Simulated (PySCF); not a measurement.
SMILES [NH2][Zn][OH] (H3NOZn), singlet (CAM-B3LYP/def2-SVP optimised geometry):

```
6

Zn     0.067     0.309     0.000
O      1.829     0.309     0.000
H      2.252    -0.556     0.024
N     -1.718     0.556     0.000
H     -2.252     0.283     0.820
H     -2.249     0.292    -0.825
```

Computed with CAM-B3LYP/def2-TZVP (PySCF).

What are the frontier orbital energies and the dipole moment?

HOMO-2 -10.50 eV, HOMO-1 -9.74 eV, HOMO -8.46 eV, LUMO 0.15 eV, LUMO+1 1.10 eV; dipole moment 2.55 D.

Meta-Löwdin charges at CAM-B3LYP/def2-TZVP: Zn1 1.24, O2 -1.01, H3 0.33, N4 -1.00, H5 0.22, H6 0.22.
